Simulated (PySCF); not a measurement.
SMILES CC#CC1=C[Se]CCC1, C$_{8}$H$_{10}$Se

Molfile (atoms numbered from 1):
```
C8H10Se
     RDKit          3D

 19 19  0  0  0  0  0  0  0  0999 V2000
    4.0487   -0.1242   -0.3239 C   0  0  0  0  0  0  0  0  0  0  0  0
    2.6113    0.0209   -0.3061 C   0  0  0  0  0  0  0  0  0  0  0  0
    1.4143    0.1469   -0.2954 C   0  0  0  0  0  0  0  0  0  0  0  0
    0.0069    0.2793   -0.2585 C   0  0  0  0  0  0  0  0  0  0  0  0
   -0.5933    1.0668   -1.1600 C   0  0  0  0  0  0  0  0  0  0  0  0
   -2.4395    1.4256   -1.2893 Se  0  0  0  0  0  2  0  0  0  0  0  0
   -2.9902    0.4134    0.3083 C   0  0  0  0  0  0  0  0  0  0  0  0
   -2.1423   -0.8335    0.4776 C   0  0  0  0  0  0  0  0  0  0  0  0
   -0.6939   -0.5016    0.8232 C   0  0  0  0  0  0  0  0  0  0  0  0
    4.4567    0.0799    0.6664 H   0  0  0  0  0  0  0  0  0  0  0  0
    4.3183   -1.1404   -0.6125 H   0  0  0  0  0  0  0  0  0  0  0  0
    4.4850    0.5733   -1.0387 H   0  0  0  0  0  0  0  0  0  0  0  0
   -0.0154    1.5796   -1.9168 H   0  0  0  0  0  0  0  0  0  0  0  0
   -4.0430    0.1660    0.1630 H   0  0  0  0  0  0  0  0  0  0  0  0
   -2.8973    1.0775    1.1701 H   0  0  0  0  0  0  0  0  0  0  0  0
   -2.5696   -1.4430    1.2786 H   0  0  0  0  0  0  0  0  0  0  0  0
   -2.1695   -1.4234   -0.4427 H   0  0  0  0  0  0  0  0  0  0  0  0
   -0.6578    0.0740    1.7545 H   0  0  0  0  0  0  0  0  0  0  0  0
   -0.1391   -1.4278    0.9948 H   0  0  0  0  0  0  0  0  0  0  0  0
  1  2  1  0
  2  3  3  0
  3  4  1  0
  4  5  2  0
  5  6  1  0
  6  7  1  0
  7  8  1  0
  8  9  1  0
  9  4  1  0
  1 10  1  0
  1 11  1  0
  1 12  1  0
  5 13  1  0
  7 14  1  0
  7 15  1  0
  8 16  1  0
  8 17  1  0
  9 18  1  0
  9 19  1  0
M  END
```

Computed with GIAO PBE0/pcSseg-1 magnetisability, rotational g tensor and spin-rotation constants, non-relativistic, gas phase in PySCF 2.14.0. Geometry: GFN2-xTB.

The calculation is non-relativistic, which matters for the atoms heavier than Zn.

Q: How diamagnetic is it, and how anisotropic?

A: Isotropic -1676 × 10⁻³⁰ J/T², or -101.0 × 10⁻⁶ cm³/mol; principal values -1785, -1633, -1611 × 10⁻³⁰ J/T², anisotropy 164 × 10⁻³⁰ J/T² (root of half the summed squared differences of the principal values). The susceptibility is in cgs units.

Q: Split it along the inertial axes a, b, c into diamagnetic and paramagnetic parts about the centre of mass, with the quadrupole moment.

A: 
```
axis  χ (10⁻⁶ cm³/mol)  diamagnetic (10⁻⁶ cm³/mol)  paramagnetic (10⁻⁶ cm³/mol)  summed x² of all electrons (Å²)  quadrupole Θ (D Å)
   a            -107.2                      -598.9                        491.7                            511.0               +8.74
   b             -97.3                     -2268.6                       2171.3                            117.4               +0.81
   c             -98.4                     -2665.8                       2567.4                             23.8               -9.55
```
Anisotropies 2χaa − χbb − χcc = -18.7 and 2χbb − χaa − χcc = +10.9 × 10⁻⁶ cm³/mol. Θ is traceless in Buckingham's convention.

Q: And the rotational g tensor?

A: 
| axis | rotational constant (GHz) | g | nuclear part | electronic part |
| --- | --- | --- | --- | --- |
| a | 2.6184 | -0.0121 | 0.5927 | -0.6049 |
| b | 0.5361 | -0.0038 | 0.5431 | -0.5469 |
| c | 0.4539 | -0.0017 | 0.5458 | -0.5475 |

Asymmetric top; isotopes 12C, 1H, 80Se; no vibrational averaging.
